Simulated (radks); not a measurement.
Values are calculated unless marked as measured or tabulated.
Task: As2+, configuration [Ar] 3d10 4s1.5 4p1 4f0.5 (fractional occupations, a model configuration). Level of theory: Dirac Kohn-Sham, LDA (Slater exchange, Perdew-Wang correlation), spin-unpolarised, spherical densities, point nucleus; open shells fill j = l - 1/2 first (a radial shooting solver on a logarithmic mesh with Libxc functionals). Some entries of the table are withheld. Estimate them.

orbital,occ.,eigenvalue (eV),<1/r> (bohr^-1),<r^2> (bohr^2)
1s1/2,2,-11721.71,33.42,0.002793
2s1/2,2,(1),7.404,(2)
2p1/2,2,-1353.245,7.375,0.03752
2p3/2,4,-1316.750,7.161,0.03900
3s1/2,2,-215.5197,2.393,0.4140
3p1/2,2,-162.8453,2.272,0.4379
3p3/2,4,-157.8040,2.220,0.4533
3d3/2,4,-67.2688,(3),0.5666
3d5/2,6,-66.5332,(4),0.5743
4s1/2,1.5,-37.1678,0.7483,3.548
4p1/2,1,-26.2542,0.6374,4.809
4p3/2,0,-25.8037,0.6274,4.943
5s1/2,0,-12.4644,0.3101,20.22
4d3/2,0,-12.1469,(5),11.92
4d5/2,0,-12.1118,(6),12.00
4f5/2,0.5,-5.6008,0.1866,42.51
4f7/2,0,-5.6007,0.1866,42.51

Result: 
(1) 2s1/2 eigenvalue (eV): -1509.918
(2) 2s1/2 <r^2> (bohr^2): 0.04858
(3) 3d3/2 <1/r> (bohr^-1): 1.924
(4) 3d5/2 <1/r> (bohr^-1): 1.910
(5) 4d3/2 <1/r> (bohr^-1): 0.4032
(6) 4d5/2 <1/r> (bohr^-1): 0.4019
